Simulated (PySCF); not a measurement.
**The second ionisation energy along the second row**

Calculated with PySCF 2.14 from differences of total energies of unrestricted determinants, without spin-orbit coupling. Values in eV. The last column holds reference values (NIST; (s) semi-empirical, (t) theoretical, else measured). Unmarked ones compare directly (S terms, centres of terms, or small fine structure); those marked * lie between the lowest fine-structure levels and include a spin-orbit shift.

| element | configurations | UHF | LDA | r2SCAN | MP2 (valence) | SCS-MP2 (valence) | CCSD(T) (valence) | reference |
| --- | --- | --- | --- | --- | --- | --- | --- | --- |
| Be (aug-cc-pVQZ-DK, spin-free X2C) | [He] 2s1 → 1s2 | 18.129 | 18.251 | 18.184 | n/a | n/a | n/a | 18.211 |
| B (aug-cc-pVQZ-DK, spin-free X2C) | [He] 2s2 → [He] 2s1 | 23.450 | 24.557 | 24.271 | 24.486 | 24.693 | 25.108 | 25.155 |
| C (aug-cc-pVQZ-DK, spin-free X2C) | [He] 2s2 2p1 → [He] 2s2 | 24.166 | 24.767 | 25.002 | 24.412 | 24.373 | 24.273 | 24.378 |
| N (aug-cc-pVQZ-DK, spin-free X2C) | [He] 2s2 2p2 → [He] 2s2 2p1 | 29.199 | 30.052 | 30.128 | 29.659 | 29.516 | 29.516 | 29.601 (s) * |
| O (aug-cc-pVQZ-DK, spin-free X2C) | [He] 2s2 2p3 → [He] 2s2 2p2 | 34.565 | 35.577 | 35.470 | 35.241 | 34.974 | 35.069 | 35.121 * |
| F (aug-cc-pVQZ-DK, spin-free X2C) | [He] 2s2 2p4 → [He] 2s2 2p3 | 33.381 | 35.267 | 35.103 | 34.741 | 34.876 | 34.806 | 34.950 |
| Ne (aug-cc-pVQZ-DK, spin-free X2C) | [He] 2s2 2p5 → [He] 2s2 2p4 | 39.249 | 41.425 | 41.116 | 40.871 | 40.885 | 40.836 | 40.963 * |

Which of these methods has the smallest mean absolute error against the measured values here?

CCSD(T) (valence), with 0.099 eV.

```
           method  elements  mean error (eV)  mean absolute error (eV)  largest error (eV)
              UHF         4           -0.892                     0.892              -1.705
              LDA         4            0.037                     0.336              -0.598
           r2SCAN         4           -0.034                     0.422              -0.884
    MP2 (valence)         3           -0.281                     0.304              -0.669
SCS-MP2 (valence)         3           -0.180                     0.180              -0.462
CCSD(T) (valence)         3           -0.099                     0.099              -0.144
```

Errors include the incompleteness of the basis and the frozen core.

"Valence" correlates the outer s and p shells and, in groups 3 to 12 and the f block, the outer d or f shell, open or full, or the next shell where the ion has no valence electron left; the wider scheme adds the next inner shell.
